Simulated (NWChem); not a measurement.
System: C3H10O4Si; SMILES CC(C)O[Si](O)(O)O

NWChem input:

```
start job
memory heap 200 mb stack 900 mb global 1100 mb
geometry units angstroms noautosym nocenter noautoz
  C     -0.960222     1.977735    -1.054163
  C     -0.214720     1.654400     0.239912
  C      0.687964     2.792855     0.702748
  O      0.621547     0.497094     0.035607
  Si     0.139542    -1.061390     0.215526
  O     -0.664150    -1.154924     1.654708
  O      1.514459    -1.970330     0.097286
  O     -0.902293    -1.653835    -0.924294
  H     -1.615955     2.845579    -0.917349
  H     -0.247591     2.205314    -1.855461
  H     -1.572702     1.127014    -1.369899
  H     -0.939473     1.425131     1.031934
  H      1.439128     3.018313    -0.062972
  H      1.208428     2.519563     1.626245
  H      0.100780     3.699027     0.890144
  H     -1.254893    -1.917259     1.732065
  H      2.307165    -1.526369     0.430483
  H     -0.467453    -1.976053    -1.726535
end
basis spherical
  * library 6-31g*
end
dft
  xc hfexch
  iterations 150
  mulliken
end
task dft energy
esp
  recalculate
  probe 0.07
  range 0.3
  factor 1.0
  spacing 0.02
end
task esp
```

Output (shortened):

```
             Northwest Computational Chemistry Package (NWChem) 7.3.0
             --------------------------------------------------------

                             Geometry "geometry" -> ""
                             -------------------------

 Output coordinates in angstroms (scale by  1.889725989 to convert to a.u.)

  No.       Tag          Charge          X              Y              Z
 ---- ---------------- ---------- -------------- -------------- --------------
    1 C                    6.0000    -0.96022200     1.97773500    -1.05416300
    2 C                    6.0000    -0.21472000     1.65440000     0.23991200
    3 C                    6.0000     0.68796400     2.79285500     0.70274800
    4 O                    8.0000     0.62154700     0.49709400     0.03560700
    5 Si                  14.0000     0.13954200    -1.06139000     0.21552600
    6 O                    8.0000    -0.66415000    -1.15492400     1.65470800
    7 O                    8.0000     1.51445900    -1.97033000     0.09728600
    8 O                    8.0000    -0.90229300    -1.65383500    -0.92429400
    9 H                    1.0000    -1.61595500     2.84557900    -0.91734900
   10 H                    1.0000    -0.24759100     2.20531400    -1.85546100
   11 H                    1.0000    -1.57270200     1.12701400    -1.36989900
   12 H                    1.0000    -0.93947300     1.42513100     1.03193400
   13 H                    1.0000     1.43912800     3.01831300    -0.06297200
   14 H                    1.0000     1.20842800     2.51956300     1.62624500
   15 H                    1.0000     0.10078000     3.69902700     0.89014400
   16 H                    1.0000    -1.25489300    -1.91725900     1.73206500
   17 H                    1.0000     2.30716500    -1.52636900     0.43048300
   18 H                    1.0000    -0.46745300    -1.97605300    -1.72653500

 Effective nuclear repulsion energy (a.u.)     518.5503891678

  xc_inp: hfexch multiplicative factor not found.

                                 NWChem DFT Module
                                 -----------------

 Summary of "ao basis" -> "ao basis" (spherical)
 ------------------------------------------------------------------------------
       Tag                 Description            Shells   Functions and Types
 ---------------- ------------------------------  ------  ---------------------
 C                           6-31g*                  6       14   3s2p1d
 O                           6-31g*                  6       14   3s2p1d
 Si                          6-31g*                  8       18   4s3p1d
 H                           6-31g*                  2        2   2s

            General Information
            -------------------
          SCF calculation type: DFT
          Wavefunction type:  closed shell.
          No. of atoms     :    18
          No. of electrons :    74
           Alpha electrons :    37
            Beta electrons :    37
          Charge           :     0
          Spin multiplicity:     1
          Use of symmetry is: off; symmetry adaption is: off
          Maximum number of iterations: 150
          AO basis - number of functions:   136
                     number of shells:    70
          Convergence on energy requested:  1.00D-06
          Convergence on density requested:  1.00D-05
          Convergence on gradient requested:  5.00D-04

              XC Information
              --------------
                     Hartree-Fock (Exact) Exchange  1.000

      Superposition of Atomic Density Guess
      -------------------------------------

[...]

                     NWChem Electrostatic Potential Fit Module
                     -----------------------------------------

 Atom parameters

 Number of atoms is                                   18
 Number of basis functions is                        136

 Grid parameters

 Maximum number of grid points is                  59830
 Number of grid points is                          59829
 Grid range                                     0.300000 nm
 Grid spacing                                   0.020000 nm
 Probe radius                                   0.070000 nm
 Atom radius factor                             1.000000

 Atomic radii

    1    0.100000
    6    0.147000
    8    0.136000
   14    0.187000
 FASTESP  F
  using M.O. file = ./job.movecs

    Atom              Coordinates                           Charge

                                                  ESP

    1 C    -0.096022    0.197774   -0.105416   -0.368384
    2 C    -0.021472    0.165440    0.023991    0.831322
    3 C     0.068796    0.279286    0.070275   -0.301647
    4 O     0.062155    0.049709    0.003561   -0.812447
    5 Si    0.013954   -0.106139    0.021553    1.572774
    6 O    -0.066415   -0.115492    0.165471   -0.844767
    7 O     0.151446   -0.197033    0.009729   -0.879433
    8 O    -0.090229   -0.165384   -0.092429   -0.848907
    9 H    -0.161596    0.284558   -0.091735    0.054517
   10 H    -0.024759    0.220531   -0.185546    0.076760
   11 H    -0.157270    0.112701   -0.136990    0.077835
   12 H    -0.093947    0.142513    0.103193   -0.107299
   13 H     0.143913    0.301831   -0.006297    0.073584
   14 H     0.120843    0.251956    0.162625    0.064607
   15 H     0.010078    0.369903    0.089014    0.032986
   16 H    -0.125489   -0.191726    0.173207    0.456809
   17 H     0.230717   -0.152637    0.043048    0.463953
   18 H    -0.046745   -0.197605   -0.172654    0.457736
                                            ------------
                                                0.000000

 Dipole moment                                  0.289980

 Quadrupole moment Qxx                         -0.137542
                   Qyy                          1.002784
                   Qzz                         -0.865242

 RMS deviation kJ/mol                           0.040622

 RRMS %                                        23.767747
```

Level: Hartree-Fock/6-31G* (spherical d). The geometry was optimised at B3LYP/6-31G* (spherical d). Not confirmed as a minimum by frequencies.
